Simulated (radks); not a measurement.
Task: The table gives one normalised radial function P(r) = r R(r) (large component) of Yb12+ in [Kr] 4d10 4f10 5s2 (r in bohr). Calculated with a radial shooting solver on a logarithmic mesh with Libxc functionals: Dirac Kohn-Sham, LB94 model potential, spin-unpolarised, spherical densities, finite nucleus; open shells fill j = l - 1/2 first; Fermi nuclear charge, rms radius 5.3108 fm.

r,P
0.001831,0.0071
0.002384,0.0117
0.003129,0.0192
0.004074,0.0310
0.005305,0.0494
0.006963,0.0787
0.009067,0.1216
0.01181,0.1833
0.0155,0.2707
0.02018,0.3784
0.02628,0.4984
0.03449,0.6056
0.04491,0.6412
0.05895,0.5323
0.07676,0.2261
0.09995,-0.2564
0.1312,-0.7559
0.1708,-0.9255
0.2224,-0.5177
0.292,0.4210
0.3802,1.3065
0.495,1.6097
0.6498,1.2424
0.8461,0.6440
1.111,0.2075
1.446,0.0405
1.883,0.0041
2.472,0.0002
3.218,0.0000

Which n and l does it have? It may be an empty orbital.

Result: n = 4, l = 1: the number of nodes gives n - l - 1 = 2, the rise at small r points to l (this Dirac orbital starts outside the nucleus as r^gamma with gamma = sqrt((l + 1)^2 - (Z/c)^2) = 1.93; the j = 3/2 orbital of l + 1 starts with the same power, but with a smaller coefficient, and then steepens), and the extent must fit the shell. The curve is that of 4p3/2; the two j differ most near the nucleus, where j = l - 1/2 has the larger amplitude, and in heavy atoms j = l - 1/2 is also the more compact. 4p3/2: eigenvalue -575.65 eV, 2 radial nodes at r = 0.0876, 0.261 bohr, <r> = 0.523 bohr, 90 % of the charge inside 0.759 bohr.
